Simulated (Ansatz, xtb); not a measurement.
Relative energy of two isomers of CH9BGeSi

Structure a is `[BH2][Ge@@H]([CH3])[SiH3]`, a singlet and structure b is `[BH2][GeH2][SiH2]C`, a singlet. Both are isolated molecules in the gas phase, relaxed with B3LYP/def2-SVP; the shapes shown needn't be the lowest conformers.

a (Å):

```xyz
13

C     2.0673   -1.2959   -1.9661
B    -0.8022   -0.5209   -0.2979
Ge    1.0047   -1.5032   -0.3043
Si    2.2788   -0.5845    1.5390
H    -1.6919   -0.8723    0.4367
H    -0.9753    0.4643   -0.9728
H     0.8559   -3.0156    0.0086
H     2.2152   -0.2292   -2.1921
H     1.5407   -1.7624   -2.8124
H     3.0516   -1.7755   -1.8607
H     2.5206    0.8763    1.3367
H     3.6040   -1.2701    1.6241
H     1.5643   -0.7671    2.8375
```

b (Å):

```yaml
atoms:
  - { symbol: C, position_ang: [0.0319, -2.8337, -2.3105] }
  - { symbol: B, position_ang: [-1.4466, 0.5804, 1.4534] }
  - { symbol: Ge, position_ang: [-1.5066, -1.2351, 0.4947] }
  - { symbol: Si, position_ang: [0.0501, -1.1976, -1.3584] }
  - { symbol: H, position_ang: [-2.1545, 1.4882, 1.0953] }
  - { symbol: H, position_ang: [-0.6543, 0.7831, 2.3392] }
  - { symbol: H, position_ang: [-2.8999, -1.5682, -0.0949] }
  - { symbol: H, position_ang: [-1.0963, -2.4207, 1.4034] }
  - { symbol: H, position_ang: [1.4214, -0.9251, -0.8277] }
  - { symbol: H, position_ang: [-0.3126, -0.0683, -2.2689] }
  - { symbol: H, position_ang: [0.7479, -2.7980, -3.1479] }
  - { symbol: H, position_ang: [-0.9690, -3.0374, -2.7222] }
  - { symbol: H, position_ang: [0.3108, -3.6735, -1.6549] }
```

Quicker runs give these differences E(b) − E(a): GFN2-xTB +1.0 kJ/mol; HF/STO-3G −15.0 kJ/mol (at GFN2-xTB geometries); r2SCAN-D4/def2-SVP −16.0 kJ/mol (at GFN2-xTB geometries).

**Question.** Which of the two would you expect CCSD(T)/def2-SVP + ΔMP2/def2-TZVPP electronic energies to favour?

**Answer.** Structure b; the calculation gives E(b) − E(a) = −11.2 kJ/mol.

How the difference moves with the method:

```
                             level        geometry  E(b) − E(a) (kJ/mol)  departure from the last row (kJ/mol)  job, with rough time for the two
                          GFN2-xTB        GFN2-xTB                    +1.0                                 +12.3               optimisation, 0.4 s
                         HF/STO-3G        GFN2-xTB                   −15.0                                  −3.8              single point, 0.74 s
                r2SCAN-D4/def2-SVP        GFN2-xTB                   −16.0                                  −4.8               single point, 4.6 s
                    B3LYP/def2-SVP  B3LYP/def2-SVP                   −15.4                                  −4.2                optimisation, 84 s
                       HF/def2-SVP  B3LYP/def2-SVP                   −15.4                                  −4.1           part of the CCSD(T) run
                      MP2/def2-SVP  B3LYP/def2-SVP                   −13.2                                  −2.0           part of the CCSD(T) run
                  CCSD(T)/def2-SVP  B3LYP/def2-SVP                   −13.1                                  −1.8                      single point
CCSD(T)/def2-SVP + ΔMP2/def2-TZVPP  B3LYP/def2-SVP                   −11.2                                                      single point, 47 s
```

As drawn, b has 1 C–Si, 1 Ge–H in place of 1 C–Ge, 1 Si–H.

GFN2-xTB finds them nearly level. The largest departure from CCSD(T)/def2-SVP + ΔMP2/def2-TZVPP is that of GFN2-xTB, 12.3 kJ/mol. The last row adds to CCSD(T) the change of the MP2 difference between the two basis sets, here +1.8 kJ/mol.

With thermal terms from frequencies at re-optimised GFN2-xTB minima (ideal gas, soft modes damped towards free rotors, one conformer each, 298.15 K, 1 atm): on the last row, ΔE + ΔZPE = −9.9, ΔH = −10.7, ΔG = −9.7 kJ/mol.

The correlated steps freeze 16 core orbitals; the filled d shell of Ge is correlated, in a basis made for valence electrons. Mirror images aren't counted in ΔG. Run with Ansatz 0.2.0, xtb 6.7.1; the last row on 2 threads of Intel(R) Xeon(R) Platinum 8259CL CPU @ 2.50GHz (Skylake/Cascade Lake) on a shared host.
